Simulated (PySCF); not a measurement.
Si(H)(Cl)3 cation (Cl3HSi), SMILES Cl[SiH](Cl)Cl (connectivity only; charge and spin as stated), charge +1, multiplicity 2. Atoms are numbered in the order given.

```xyz
5

Si     0.0000     0.0000     0.2293
Cl    -1.7181    -0.9920    -0.0988
Cl     0.0000     1.9839    -0.0988
Cl     1.7181    -0.9920    -0.0988
H      0.0000     0.0000     1.8285
```
Charge +1, spin multiplicity 2.

The structure is a stationary point at r2SCAN-D4/def2-SVP. The spin state was assumed, not searched. The isomer is the one that the SMILES or the coordinates give; other isomers of the formula were not compared.

Method: CAM-B3LYP/def2-TZVPD in PySCF.

The molecule is in vacuum.

| Property | Result |
|---|---|
| total energy | -1670.52555 hartree |
| point group | C3v |
| α spin, highest occupied and lowest empty level | -16.66 and -5.83 eV |
| β spin, highest occupied and lowest empty level | -16.57 and -11.92 eV |
| dipole moment about the centre of nuclear charge | 1.38 D |
| mean static polarisability | 79.4 bohr³ (11.77 Å³) |
| polarisability, principal values | 52.9, 92.7, 92.7 bohr³ |
| ⟨S²⟩ | 0.760 (pure state 0.75) |
